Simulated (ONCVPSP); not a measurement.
**What one change does to a pseudopotential (Nd, ONCV)**

| Property | Result |
| --- | --- |
| Element | neodymium |
| Generator | ONCVPSP 4.0.1 |
| Type | optimised norm-conserving Vanderbilt (ONCV) |
| Functional | PBE |
| Relativity | scalar-relativistic |
| Frozen core | [Kr] 4d10 4f3 |
| Valence charge | 11 |
| Reference configuration | 5s2 5p6 5d1 6s2 |
| Partial waves | 5s+6s: rc 2.25 bohr, ncon 4, nbas 7, qcut 6.8 1/bohr, 2 projectors; 5p: rc 2.35 bohr, ncon 4, nbas 8, qcut 5.2 1/bohr, 1 projector; 5d: rc 3.95 bohr, ncon 5, nbas 10, qcut 4.4 1/bohr, 3 projectors, debl 0.6 Ha |
| Local potential | polynomial inside 1.80 bohr (lpopt 5, dvloc0 0 Ha) |
| Core correction | none |

All-electron outer shells of the reference configuration (PBE, scalar-relativistic, ld1.x):

```json
{"shell": "5s", "level (eV)": "-43.70", "outermost node (bohr)": "0.72", "outermost maximum (bohr)": "1.31"}
{"shell": "5p", "level (eV)": "-24.67", "outermost node (bohr)": "0.77", "outermost maximum (bohr)": "1.48"}
{"shell": "4f", "level (eV)": "-6.90", "outermost node (bohr)": "–", "outermost maximum (bohr)": "0.65"}
{"shell": "6s", "level (eV)": "-3.87", "outermost node (bohr)": "1.74", "outermost maximum (bohr)": "3.60"}
{"shell": "5d", "level (eV)": "-2.92", "outermost node (bohr)": "0.87", "outermost maximum (bohr)": "2.08"}
```

Change: p: qcut 6.2.

Cutoffs: the cutoffs (Ha) at which the residual kinetic energy of the hardest occupied pseudo-wave falls to 1 and 0.1 mHa per electron; they do not see the model core or the augmentation charge, which bear on the density cutoff. Errors are all-electron minus pseudo energies relative to the spin-unpolarised reference configuration.

Q: What does the change do?

A: The potential gets neither clearly harder nor softer (13 Ha and 16 Ha → 13 Ha and 16 Ha); the s channel sets the loose cutoff, while the largest relative change is in p, which becomes harder; of the 4 tests that both files solve, the error grows in 1 and shrinks in 0 by more than 15 % and 0.3 meV (median size 1.5 → 1.5 meV); neither file shows a bound ghost.

| quantity | base | changed |
| --- | --- | --- |
| cutoff, loose | 13 Ha | 13 Ha |
| cutoff, tight | 16 Ha | 16 Ha |
| loose cutoff by channel | s 13 Ha, p 5.8 Ha, d 5.8 Ha | s 13 Ha, p 11 Ha, d 5.8 Ha |
| bound ghosts | none | none |
| GHOST(+) flags under 300 eV | s at 154.7 eV | s at 154.7 eV |
| error for 5s2 5p6 5d1 6s1, meV [ΔE 6.26 eV] | -0.5 | -0.5 |
| error for 5s2 5p6 5d1 6s0, meV [ΔE 17.70 eV] | +2.5 | +2.4 |
| error for 5s2 5p6 5d0 6s0, meV [ΔE 37.20 eV] | -4.6 | -6.2 |
| error for 5s2 5p6 5d1.5 6s1.5, meV [ΔE 0.53 eV] | +0.3 | +0.3 |
| s: phases at 2.28 bohr within 0.05 rad from the reference energy up to (Ha; the scan ends near 5) | 4.9 | 4.9 |
| p: phases at 2.38 bohr within 0.05 rad from the reference energy up to (Ha; the scan ends near 5) | 0.3 | 0.4 |
| d: phases at 4.01 bohr within 0.05 rad from the reference energy up to (Ha; the scan ends near 5) | 3.9 | 3.9 |
